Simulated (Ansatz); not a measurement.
Relaxation of ClGeH₄O (7 atoms, charge 0, multiplicity 2), to a largest force component of 0.03 eV/Å in at most 50 steps.

Level of theory: Ansatz 0.2.0, UKS revPBE-D4/def2-SVP.

```xyz
7
Properties=species:S:1:pos:R:3
Ge 0.025 0.039 0.055
Cl 0.445 0.677 2.132
H 1.394 -0.135 -0.645
H -0.822 1.156 -0.597
H -0.752 -1.299 0.134
O -0.177 -0.251 4.689
H -0.625 -0.989 4.210
```

Task: Where does it end, and by what steps?

Result: It converged. After 19 steps the energy has fallen by 0.308 eV; O6 moved furthest, 1.82 Å.

| step | energy less start (eV) | largest force component (eV/Å) | accepted |
| --- | --- | --- | --- |
| 0 | 0.0000 | 0.225 | yes |
| 1 | -0.0024 | 0.066 | yes |
| 2 | -0.0046 | 0.109 | yes |
| 3 | -0.0061 | 0.210 | yes |
| 4 | -0.0071 | 0.386 | yes |
| 5 | -0.0093 | 0.381 | yes |
| 6 | -0.0240 | 0.107 | yes |
| 7 | -0.0280 | 0.048 | yes |
| 8 | -0.0421 | 0.072 | yes |
| 9 | -0.0460 | 1.167 | yes |
| 10 | -0.1033 | 0.189 | yes |
| 11 | -0.1394 | 0.477 | yes |
| 12 | -0.1772 | 0.642 | yes |
| 13 | -0.2215 | 0.517 | yes |
| 14 | -0.2671 | 0.116 | yes |
| 15 | -0.2966 | 0.250 | yes |
| 16 | -0.3035 | 0.335 | yes |
| 17 | -0.3054 | 0.314 | yes |
| 18 | -0.3076 | 0.182 | yes |
| 19 | -0.3084 | 0.027 | yes |

```xyz
7
Properties=species:S:1:pos:R:3
Ge 0.006 -0.071 0.603
Cl 1.473 0.487 2.210
H 0.928 0.042 -0.652
H -1.124 0.973 0.523
H -0.418 -1.546 0.782
O -0.857 0.061 3.029
H -0.520 -0.747 3.485
```

Whether the end is a true minimum wasn't checked by a vibrational analysis.

Run time: 54 s on 2 threads of Arm Neoverse V1, on a shared host, peak memory 0.18 GiB.
